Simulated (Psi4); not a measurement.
C₆H₁₅Al (SMILES C[CH2][Al]([CH2]C)[CH2]C), singlet, geometry from GFN2-xTB (such geometries of metal compounds can be far from the true shape); MP2/6-31G* (Psi4).

Input for Psi4:
```
memory 2 GB

molecule {
0 1
  Al    0.23254875   -0.09127216    0.17781867
  C     1.60822037    0.29411525   -1.23879162
  C     1.28366688    1.38923772   -2.26742086
  H     1.87585448   -0.62020127   -1.79032132
  H     2.53321401    0.57609625   -0.70786354
  H     1.06813100    2.33432054   -1.77027088
  H     0.41262384    1.11732709   -2.85999573
  H     2.11890541    1.54863674   -2.95129636
  C    -1.76368020   -0.03452995   -0.07842335
  C    -2.25206622    0.36624641   -1.47916509
  H    -2.21743853    0.64744823    0.65749449
  H    -2.18599895   -1.02150165    0.16760771
  H    -1.84026666   -0.30078311   -2.23581630
  H    -1.93818296    1.38058695   -1.72020746
  H    -3.34027682    0.32383459   -1.54743145
  C     0.94484373   -0.58959003    1.99107131
  C    -0.08642383   -1.31826703    2.86693314
  H     1.30181723    0.29398901    2.54049732
  H     1.83528786   -1.22749113    1.88612950
  H    -0.38163133   -2.26093079    2.40736096
  H    -0.98435636   -0.71320404    2.98806130
  H     0.31181976   -1.53486371    3.85918757
}

set basis 6-31g*
set freeze_core true
set mp2_type conv
set scf_type pk
set puream true
set d_convergence 1e-8

energy('mp2')
print_variables()
```

It wrote (shortened):

```
   => Loading Basis Set <=

    Name: 6-31G*
    Role: ORBITAL
    Keyword: BASIS

         ---------------------------------------------------------
                                   SCF
               by Justin Turney, Rob Parrish, Andy Simmonett
                          and Daniel G. A. Smith
                              RHF Reference
         ---------------------------------------------------------

  ==> Geometry <==

    Molecular point group: c1
    Full point group: C1

    Geometry (in Angstrom), charge = 0, multiplicity = 1:

       Center              X                  Y                   Z               Mass
    ------------   -----------------  -----------------  -----------------  -----------------
         AL           0.218108997270    -0.085762904183     0.166924850548    26.981538530000
         C            1.593780617270     0.299624505817    -1.249685439452    12.000000000000
         C            1.269227127270     1.394746975817    -2.278314679452    12.000000000000
         H            1.861414727270    -0.614692014183    -1.801215139452     1.007825032230
         H            2.518774257270     0.581605505817    -0.718757359452     1.007825032230
         H            1.053691247270     2.339829795817    -1.781164699452     1.007825032230
         H            0.398184087270     1.122836345817    -2.870889549452     1.007825032230
         H            2.104465657270     1.554145995817    -2.962190179452     1.007825032230
         C           -1.778119952730    -0.029020694183    -0.089317169452    12.000000000000
         C           -2.266505972730     0.371755665817    -1.490058909452    12.000000000000
         H           -2.231878282730     0.652957485817     0.646600670548     1.007825032230
         H           -2.200438702730    -1.015992394183     0.156713890548     1.007825032230
         H           -1.854706412730    -0.295273854183    -2.246710119452     1.007825032230
         H           -1.952622712730     1.386096205817    -1.731101279452     1.007825032230
         H           -3.354716572730     0.329343845817    -1.558325269452     1.007825032230
         C            0.930403977270    -0.584080774183     1.980177490548    12.000000000000
         C           -0.100863582730    -1.312757774183     2.856039320548    12.000000000000
         H            1.287377477270     0.299498265817     2.529603500548     1.007825032230
         H            1.820848107270    -1.221981874183     1.875235680548     1.007825032230
         H           -0.396071082730    -2.255421534183     2.396467140548     1.007825032230
         H           -0.998796112730    -0.707694784183     2.977167480548     1.007825032230
         H            0.297380007270    -1.529354454183     3.848293750548     1.007825032230

  Running in c1 symmetry.

  Rotational constants: A =      0.07458  B =      0.04202  C =      0.02806 [cm^-1]
  Rotational constants: A =   2235.88496  B =   1259.58803  C =    841.07801 [MHz]
  Nuclear repulsion =  352.299522997414101

  Charge       = 0
  Multiplicity = 1
  Electrons    = 64
  Nalpha       = 32
  Nbeta        = 32

  ==> Algorithm <==

  SCF Algorithm Type is PK.
  DIIS enabled.
  MOM disabled.
  Fractional occupation disabled.
  Guess Type is SAD.
  Energy threshold   = 1.00e-08
  Density threshold  = 1.00e-08
  Integral threshold = 1.00e-12

  ==> Primary Basis <==

  Basis Set: 6-31G*
    Blend: 6-31G*
    Number of shells: 74
    Number of basis functions: 132
    Number of Cartesian functions: 139
    Spherical Harmonics?: true
    Max angular momentum: 2

  ==> Integral Setup <==

  Using in-core PK algorithm.
   Calculation information:
      Number of atoms:                  22
      Number of AO shells:              74
      Number of primitives:            177
      Number of atomic orbitals:       139
      Number of basis functions:       132

      Integral cutoff                 1.00e-12
      Number of threads:                 1

[...]
  @RHF Final Energy:  -477.83418349020690
    Total Energy =                       -477.8341834902068967
  DIE_IF_NOT_CONVERGED          => (empty)
[...]
  PARENT_SYMMETRY               => (empty)
  PCG_BETA_TYPE                 => (empty)
  PCG_CONVERGENCE               => (empty)
  PCG_MAXITER                   => (empty)
  PCM                           => (empty)
  PE                            => (empty)
  PRINT                         => (empty)
  PRINT_NOONS                   => (empty)
  PROPERTIES                    => (empty)
  PROPERTIES_ORIGIN             => (empty)
  PUREAM                        => TRUE            !
  QC_MODULE                     => (empty)
  RAS1                          => (empty)
  RAS2                          => (empty)
  RAS3                          => (empty)
  RAS4                          => (empty)
  RELATIVISTIC                  => (empty)
  RELAXED                       => (empty)
  REMP_A                        => (empty)
  RESTRICTED_DOCC               => (empty)
  RESTRICTED_UOCC               => (empty)
  RMS_MOGRAD_CONVERGENCE        => (empty)
  R_CONVERGENCE                 => (empty)
  SCF_TYPE                      => PK              !
  SCREENING                     => (empty)
  SCS_TYPE                      => (empty)
  SOCC                          => (empty)
  SOS_TYPE                      => (empty)
  SPIN_SCALE_TYPE               => NONE            !
  SS_SCALE                      => (empty)
  SYMMETRIZE                    => (empty)
  TPDM_ABCD_TYPE                => (empty)
  WFN                           => (empty)
  WFN_TYPE                      => OMP2            !
  WRITER_FILE_LABEL             => (empty)
  ZORA_BASIS_TOLERANCE          => (empty)
  ZORA_NR_DEBUG                 => (empty)
  ZORA_PRUNING_SCHEME           => (empty)
  ZORA_RADIAL_POINTS            => (empty)
  ZORA_SPHERICAL_POINTS         => (empty)

 ==============================================================================
 ==============================================================================
 ==============================================================================

                             MP2
                    Program Written by Ugur Bozkaya,
              Additional Contributions by J. P. Misiewicz

 ==============================================================================
 ==============================================================================
 ==============================================================================

	MO spaces per irreps...

	IRREP   FC    OCC   VIR  FV
	==============================
	   A    11    21   100    0
	==============================

	Cost of iabc is    240 MB
	Cost of abcd is    760 MB
	Switching to the incore algorithm for iabc..
	Switching to the incore algorithm for abcd..

	Computing MP2 energy using SCF MOs (Canonical MP2)...
	==============================================================================
	Nuclear Repulsion Energy (a.u.)    :   352.29952299741410
	SCF Energy (a.u.)                  :  -477.83418349020690
	REF Energy (a.u.)                  :  -477.83418349020690
	Alpha-Alpha Contribution (a.u.)    :    -0.09522635656109
	Alpha-Beta Contribution (a.u.)     :    -0.64495886349078
	Beta-Beta Contribution (a.u.)      :    -0.09522635656109
	Scaled_SS Correlation Energy (a.u.):    -0.06348423770740
	Scaled_OS Correlation Energy (a.u.):    -0.77395063618894
	SCS-MP2 Total Energy (a.u.)        :  -478.67161836410321
	SOS-MP2 Total Energy (a.u.)        :  -478.60813412639584
	SCSN-MP2 Total Energy (a.u.)       :  -478.16938026530192
	SCS-MP2-VDW Total Energy (a.u.)    :  -478.75495719203616
	SOS-PI-MP2 Total Energy (a.u.)     :  -478.73712589909400
	MP2 Correlation Energy (a.u.)      :    -0.83541157661297
	MP2 Total Energy (a.u.)            :  -478.66959506681985
	==============================================================================

  Variable Map:
  ----------------------------------------------------------------------------
[...]
  Array Variable Map:
  ----------------------------------------------------------------------------
[...]
[...]
```
